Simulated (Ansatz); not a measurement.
C₂H₁₁NSi₃, SMILES C[SiH2][Si@@H]1CN[SiH2]1.

Geometry optimised at r2SCAN-D4/def2-SVP. The structure was generated by enumeration; whether it is a known compound was not checked. Other conformers were not sampled.

Two levels are set side by side: PBE/def2-SVPD (Ansatz, a quantum-chemistry and plane-wave program) and PBE0/def2-SVPD (Ansatz). Energy differences of separate SCF runs at the same geometry; the states with an electron removed or added have multiplicity 2 and 2. Differences are taken from unrounded values.

```csv
quantity,PBE0
vertical ionisation energy (eV),8.48
vertical singlet–triplet gap (eV),4.84
```

Problem. What does PBE give, and how far is it from PBE0? (Estimate from the structure and the level; the computed values follow.)

Solution. 
```json
[
 {"quantity": "vertical ionisation energy (eV)", "PBE": "8.20", "PBE minus PBE0": "-0.28"},
 {"quantity": "vertical singlet–triplet gap (eV)", "PBE": "4.49", "PBE minus PBE0": "-0.35"}
]
```
